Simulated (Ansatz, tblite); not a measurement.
Removing an electron: BiH3. Charge 0, multiplicity 1. Geometry: PBE-D4/def2-TZVP. Ansatz, gas phase; energy differences of separate SCF runs; the oxidised species was run as a doublet alone.

```
atom   x (Å)   y (Å)   z (Å)
 Bi1   0.759  -0.112  -0.164
  H2  -0.396   0.853  -1.163
  H3   0.116   0.675   1.329
  H4  -0.479  -1.417  -0.003
```

In the def2 sets Bi takes a core potential; there is no spin–orbit coupling. The xTB rows come from tblite. Correlated methods freeze 4 core orbitals; core or outer-core shells of Bi are correlated, in sets that lack core-valence functions.

| level | −HOMO (eV) | vertical IE (eV) | −LUMO (eV) | HOMO–LUMO gap (eV) |
| --- | --- | --- | --- | --- |
| GFN1-xTB | 10.84 | 14.49 | 2.04 | 8.80 |
| GFN2-xTB | 10.57 | 14.19 | 2.57 | 8.00 |
| HF/def2-TZVPP | – | 9.27 | – | – |
| PBE-D4/def2-TZVP | 6.74 | 9.99 | 0.94 | 5.80 |
| r2SCAN-D4/def2-TZVP | 7.00 | 10.03 | 0.67 | 6.33 |
| PBE0-D4/def2-TZVP | 7.74 | 10.05 | 0.19 | 7.55 |
| MP2/def2-TZVPP | – | 10.20 | – | – |
| CCSD/def2-TZVPP | – | 10.05 | – | – |
| CCSD(T)/def2-TZVPP | – | 10.07 | – | – |

Relaxing the oxidised species (PBE-D4/def2-TZVP) changes its energy by -0.54 eV at PBE-D4/def2-TZVP, so the adiabatic ionisation energy to this nearest minimum is 9.45 eV. At PBE0-D4/def2-TZVP it is 9.45 eV.   Raw xTB energy differences between charge states are shifted by several eV; the methods need an empirical correction for them.
